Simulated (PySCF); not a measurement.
RbF, SMILES [F][Rb]. Heavy atoms are numbered as in [Rb:1][F:2].

Geometry optimised at B3LYP-D3(BJ)/def2-TZVPD. The def2 effective core potentials stand for the cores of Rb; spin–orbit coupling is left out.

The numbers are results of HF/def2-TZVPD run with PySCF, not measurements.

Mulliken values depend strongly on the basis, most of all with diffuse functions as here. ESP charges are fitted to the potential on shells at 1.4 to 2.0 van der Waals radii. Atomic charges (e), one atom of each kind:

```csv
atom,ESP fit,Mulliken
Rb1,___,0.94
F2,___,-0.94
```

Question: Some entries are withheld; supply them. (An estimate is asked for; the answer gives what the named calculation found.)

Answer: 
- Rb1, ESP fit: 0.84
- F2, ESP fit: -0.84
